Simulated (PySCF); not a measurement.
C$_{6}$H$_{13}$, doublet, at a GFN2-xTB geometry; PySCF with DF-M06/6-31G*.

PySCF was given this input:
```python
from pyscf import gto, scf, dft

mol = gto.Mole()
mol.atom = '''
    C     2.410490   -0.321703    0.913715
    C     1.571520   -0.250790   -0.300654
    C     0.409670    0.648663   -0.436891
    C    -0.942979   -0.107182   -0.476174
    C    -2.082823    0.865761   -0.760642
    C    -1.179642   -0.841080    0.839373
    H     2.008088    0.305953    1.705716
    H     2.490096   -1.348025    1.285833
    H     3.436383    0.006202    0.707449
    H     1.798666   -0.918673   -1.115405
    H     0.385182    1.361586    0.390127
    H     0.483762    1.215552   -1.373908
    H    -0.895547   -0.843465   -1.285779
    H    -3.033130    0.337344   -0.800074
    H    -2.142742    1.619184    0.022404
    H    -1.932649    1.370977   -1.712389
    H    -1.233363   -0.133168    1.664163
    H    -2.113798   -1.397768    0.803965
    H    -0.368363   -1.537707    1.035537
'''
mol.basis = '6-31g*'
mol.charge = 0
mol.spin = 1
mol.verbose = 4
mol.build()

mf = dft.UKS(mol)
mf.xc = 'm06'
mf.grids.atom_grid = (30, 110)
mf = mf.density_fit(auxbasis='def2-universal-jkfit')
mf.kernel()
mf.analyze()
```

The log (banner, timings and long lists left out):

```
PySCF version 2.14.0

[INPUT] verbose = 4
[INPUT] num. atoms = 19
[INPUT] num. electrons = 49
[INPUT] charge = 0
[INPUT] spin (= nelec alpha-beta = 2S) = 1
[INPUT] symmetry False subgroup None
[INPUT] Mole.unit = angstrom
[INPUT] Symbol           X                Y                Z      unit          X                Y                Z       unit  Magmom
[...]
nuclear repulsion = 247.10355695537
number of shells = 62
number of NR pGTOs = 214
number of NR cGTOs = 110
basis = 6-31g*
ecp = {}

******** <class 'pyscf.df.df_jk.DFUKS'> ********
method = DFUKS
initial guess = minao
damping factor = 0
level_shift factor = 0
DIIS = <class 'pyscf.scf.diis.CDIIS'>
diis_start_cycle = 1
diis_space = 8
diis_damp = 0
SCF conv_tol = 1e-09
SCF conv_tol_grad = None
SCF max_cycles = 50
direct_scf = False
number electrons alpha = 25  beta = 24
XC library pyscf.dft.libxc version 7.1.2
    S. Lehtola, C. Steigemann, M. J. T. Oliveira, and M. A. L. Marques,  SoftwareX 7, 1–5 (2018)
XC functionals = m06
    Y. Zhao and D. G. Truhlar,  Theor. Chem. Acc. 120, 215 (2008)
    Y. Zhao and D. G. Truhlar,  Theor. Chem. Acc. 120, 215 (2008)
radial grids:
    Treutler-Ahlrichs [JCP 102, 346 (1995); DOI:10.1063/1.469408] (M4) radial grids

becke partition: Becke, JCP 88, 2547 (1988); DOI:10.1063/1.454033
pruning grids: <function nwchem_prune>
grids dens level: 3
symmetrized grids: False
atomic radii adjust function: <function treutler_atomic_radii_adjust>
User specified grid scheme (30, 110)
small_rho_cutoff = 0
Set gradient conv threshold to 3.16228e-05
tot grids = 46824
******** <class 'pyscf.df.df.DF'> ********
auxbasis = def2-universal-jkfit
init E= -236.57688954373

cycle= 1 E= -236.129876188014  delta_E= 0.447  |g|= 0.354  |ddm|= 2.55
cycle= 2 E= -236.125001848337  delta_E= 0.00487  |g|= 0.381  |ddm|= 0.761
cycle= 3 E= -236.202552219653  delta_E= -0.0776  |g|= 0.0246  |ddm|= 0.407
cycle= 4 E= -236.202845861017  delta_E= -0.000294  |g|= 0.0173  |ddm|= 0.0499
cycle= 5 E= -236.203012844834  delta_E= -0.000167  |g|= 0.00424  |ddm|= 0.0194
cycle= 6 E= -236.203025634305  delta_E= -1.28e-05  |g|= 0.0014  |ddm|= 0.00721
cycle= 7 E= -236.203027178493  delta_E= -1.54e-06  |g|= 0.000428  |ddm|= 0.0025
cycle= 8 E= -236.203027290744  delta_E= -1.12e-07  |g|= 0.000193  |ddm|= 0.000734
cycle= 9 E= -236.203027310917  delta_E= -2.02e-08  |g|= 4.24e-05  |ddm|= 0.000235
cycle= 10 E= -236.203027312456  delta_E= -1.54e-09  |g|= 1.26e-05  |ddm|= 6.78e-05
cycle= 11 E= -236.203027312605  delta_E= -1.49e-10  |g|= 7.54e-06  |ddm|= 2.77e-05
Extra cycle  E= -236.20302731261  delta_E= -4.95e-12  |g|= 7.86e-06  |ddm|= 1.37e-05
converged SCF energy = -236.20302731261  <S^2> = 0.75520389  2S+1 = 2.0051971
**** SCF Summaries ****
Total Energy =                        -236.203027312609748
Nuclear Repulsion Energy =             247.103556955370237
One-electron Energy =                 -805.815878288584145
Two-electron Energy =                  322.509294020604159
Two-electron Coulomb Energy =          359.802605833612972
DFT Exchange-Correlation Energy =      -37.293311813008835
**** MO energy ****
                             alpha | beta                alpha | beta
[...]
To work with the spin densities directly, `use mulliken_meta_spin()` only printing them here.

 ** Mulliken spin pop alpha/beta on meta-lowdin orthogonal AOs **
 ** Mulliken Spin Density (per AO)  **
spin_pop of  0 C 1s        0.00000
spin_pop of  0 C 2s       -0.00765
spin_pop of  0 C 3s        0.00002
spin_pop of  0 C 2px      -0.01464
spin_pop of  0 C 2py      -0.00735
spin_pop of  0 C 2pz      -0.01760
spin_pop of  0 C 3px       0.00025
spin_pop of  0 C 3py       0.00029
spin_pop of  0 C 3pz       0.00018
spin_pop of  0 C 3dxy      0.00014
spin_pop of  0 C 3dyz      0.00023
spin_pop of  0 C 3dz^2     0.00018
spin_pop of  0 C 3dxz     -0.00001
spin_pop of  0 C 3dx2-y2    0.00019
spin_pop of  1 C 1s       -0.00002
spin_pop of  1 C 2s        0.04403
spin_pop of  1 C 3s       -0.00025
spin_pop of  1 C 2px       0.33080
[...]
spin_pop of  4 C 3s        0.00001
spin_pop of  4 C 2px       0.00180
spin_pop of  4 C 2py       0.00107
spin_pop of  4 C 2pz       0.00054
spin_pop of  4 C 3px       0.00011
spin_pop of  4 C 3py       0.00002
spin_pop of  4 C 3pz       0.00002
spin_pop of  4 C 3dxy     -0.00000
spin_pop of  4 C 3dyz      0.00000
spin_pop of  4 C 3dz^2     0.00000
spin_pop of  4 C 3dxz      0.00000
spin_pop of  4 C 3dx2-y2    0.00002
spin_pop of  5 C 1s       -0.00000
spin_pop of  5 C 2s        0.00024
spin_pop of  5 C 3s        0.00001
spin_pop of  5 C 2px       0.00127
spin_pop of  5 C 2py       0.00262
spin_pop of  5 C 2pz      -0.00035
spin_pop of  5 C 3px       0.00006
spin_pop of  5 C 3py       0.00008
spin_pop of  5 C 3pz       0.00015
spin_pop of  5 C 3dxy      0.00001
spin_pop of  5 C 3dyz      0.00001
spin_pop of  5 C 3dz^2     0.00000
spin_pop of  5 C 3dxz     -0.00000
spin_pop of  5 C 3dx2-y2    0.00002
spin_pop of  6 H 1s        0.00162
spin_pop of  6 H 2s        0.00001
spin_pop of  7 H 1s        0.03350
spin_pop of  7 H 2s        0.00029
spin_pop of  8 H 1s        0.04414
spin_pop of  8 H 2s        0.00039
spin_pop of  9 H 1s       -0.03871
spin_pop of  9 H 2s        0.00067
spin_pop of  10 H 1s        0.00235
spin_pop of  10 H 2s        0.00001
spin_pop of  11 H 1s        0.03088
spin_pop of  11 H 2s        0.00028
spin_pop of  12 H 1s       -0.00293
spin_pop of  12 H 2s        0.00020
spin_pop of  13 H 1s        0.00086
spin_pop of  13 H 2s        0.00002
spin_pop of  14 H 1s       -0.00008
spin_pop of  14 H 2s        0.00001
spin_pop of  15 H 1s        0.00019
spin_pop of  15 H 2s        0.00006
spin_pop of  16 H 1s        0.00029
spin_pop of  16 H 2s        0.00001
spin_pop of  17 H 1s       -0.00033
spin_pop of  17 H 2s        0.00000
spin_pop of  18 H 1s       -0.00147
spin_pop of  18 H 2s        0.00056
 ** Mulliken Spin Density (per atom)  **
spin density of  0 C =     -0.04576
spin density of  1 C =      0.96359
spin density of  2 C =     -0.04956
spin density of  3 C =      0.05137
spin density of  4 C =      0.00344
spin density of  5 C =      0.00411
spin density of  6 H =      0.00163
spin density of  7 H =      0.03379
spin density of  8 H =      0.04452
spin density of  9 H =     -0.03804
spin density of  10 H =      0.00236
spin density of  11 H =      0.03117
spin density of  12 H =     -0.00273
spin density of  13 H =      0.00088
spin density of  14 H =     -0.00007
spin density of  15 H =      0.00025
spin density of  16 H =      0.00030
spin density of  17 H =     -0.00032
spin density of  18 H =     -0.00090
 ** Mulliken pop alpha/beta on meta-lowdin orthogonal AOs **
 ** Mulliken pop       alpha | beta **
In total            25.00000 | 24.00000
 ** Mulliken atomic charges   ( Nelec_alpha | Nelec_beta ) **
charge of  0C =     -0.30687  (     3.13056      3.17632 )
charge of  1C =     -0.11489  (     3.53924      2.57565 )
charge of  2C =     -0.18294  (     3.06669      3.11625 )
charge of  3C =     -0.03081  (     3.04109      2.98972 )
charge of  4C =     -0.31122  (     3.15733      3.15389 )
charge of  5C =     -0.30898  (     3.15654      3.15244 )
charge of  6H =      0.10230  (     0.44966      0.44803 )
charge of  7H =      0.10668  (     0.46356      0.42976 )
charge of  8H =      0.10766  (     0.46843      0.42391 )
charge of  9H =      0.09288  (     0.43454      0.47258 )
charge of  10H =      0.08748  (     0.45744      0.45508 )
charge of  11H =      0.09296  (     0.46910      0.43794 )
charge of  12H =      0.08318  (     0.45705      0.45977 )
charge of  13H =      0.09837  (     0.45125      0.45037 )
charge of  14H =      0.09617  (     0.45188      0.45195 )
charge of  15H =      0.09824  (     0.45100      0.45076 )
charge of  16H =      0.09389  (     0.45320      0.45291 )
charge of  17H =      0.09792  (     0.45088      0.45120 )
charge of  18H =      0.09797  (     0.45056      0.45147 )
Dipole moment(X, Y, Z, Debye):  0.05397, -0.08095,  0.00355
```
